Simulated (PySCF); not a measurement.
Molecule: SMILES CC(=O)O[SiH2]P, C₂H₇O₂PSi.

Atom-mapped SMILES (the numbers label the heavy atoms): `[CH3:1][C:2](=[O:3])[O:4][SiH2:5][PH2:6]`. Hydrogens are named by the atom that carries them.

Geometry PBE0-D3(BJ)/def2-SVP throughout; GIAO in PySCF 2.14.0 with density-fitted response routines, gas phase, one conformer, non-relativistic; equivalent atoms averaged; basis pcSseg-1.

For orientation, LC-wPBE gives these shifts δ (against TMS, H2O, H3PO4 at the same level): C2 182.2, C1 23.4, O3 466.8, O4 200.6, Si5 -3.4, P6 -293.0, H(Si5) 5.26, H(C1) 2.06, H(P6) 1.59 ppm.

A run gave: C2 181.4, C1 22.7, O3 476.6, O4 212.2, Si5 -6.2, P6 -280.1, H(Si5) 5.31, H(C1) 2.07, H(P6) 1.52 ppm (shifts δ (against TMS, H2O, H3PO4 at the same level)).

Question: Which functional was used in that run?
A. WP04
B. PBE0
C. mPW1PW91
D. CAM-B3LYP
E. BHandHLYP

Answer: D. O3 tells them apart best: CAM-B3LYP gives 476.6, PBE0 gives 470.7, BHandHLYP gives 470.6, mPW1PW91 gives 469.9, WP04 gives 452.4 ppm.
